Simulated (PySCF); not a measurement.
# Sb⁻ (antimony, charge -1) across methods

[Kr] 4d10 5s2 5p4, high-spin 3P determinant. Computed with PySCF 2.14 in def2-QZVPPD with the def2 core potential (28 electrons) (8s6p5d4f1g, 88 functions), with scalar relativity through the core potential.

| method | E (hartree) | mean ε 5s β (eV) | mean ε 5p α (eV) | mean ε 5p β (eV) | Σ⟨r²⟩ (bohr²) | ⟨S²⟩ |
| --- | --- | --- | --- | --- | --- | --- |
| BLYP | -240.1977 | -5.692 | 1.020 | 1.786 | 81.86 | 2.003 |
| B97-3 | -240.2943 | -6.647 | -0.081 | 0.982 | 80.93 | 2.007 |
| wB97X-V | -240.2210 | -9.218 | -2.003 | -1.042 | 80.02 | 2.004 |
| PBE | -240.2405 | -5.666 | 0.767 | 1.694 | 81.23 | 2.004 |
| M06-L | -240.4006 | -5.770 | 0.727 | 1.581 | 82.94 | 2.006 |
| r2SCAN | -240.3427 | -5.700 | 0.483 | 1.531 | 80.36 | 2.008 |
| UHF | -239.27399 | -8.785 | -2.290 | -0.689 | 81.09 | 2.015 |
| PBE0 | -240.2541 | -6.684 | -0.123 | 0.931 | 80.41 | 2.005 |
| LDA | -239.8797 | -6.042 | 0.682 | 1.581 | 81.22 | 2.002 |

Energies and moments cover only the electrons outside the core potential.

The highest occupied level is positive at BLYP, B97-3, PBE, M06-L, r2SCAN, PBE0, LDA: only the finite basis holds that electron, which in a density functional comes from self-interaction.
